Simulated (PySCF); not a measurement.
Vertical excitations of a molecule CH3Si, multiplicity 2 from TDA-LC-ωPBE/def2-TZVPD (PySCF), as energy in eV (oscillator strength): 2.26 (0.002), 2.73 (0.009), 4.04 (0.013), 5.20 (0.047), 5.76 (0.022), 5.76 (0.154), 6.16 (0.011), 6.50 (0.107), 6.64 (0.128), 6.75 (0.001). The structure is a stationary point at B3LYP-D3(BJ)/def2-TZVP. Other conformers were not sampled.

Q: Pick the molecule that these values belong to.
A. C=[SiH]
B. C[Si]
C. [CH]=[SiH2]

A: A, C=[SiH]
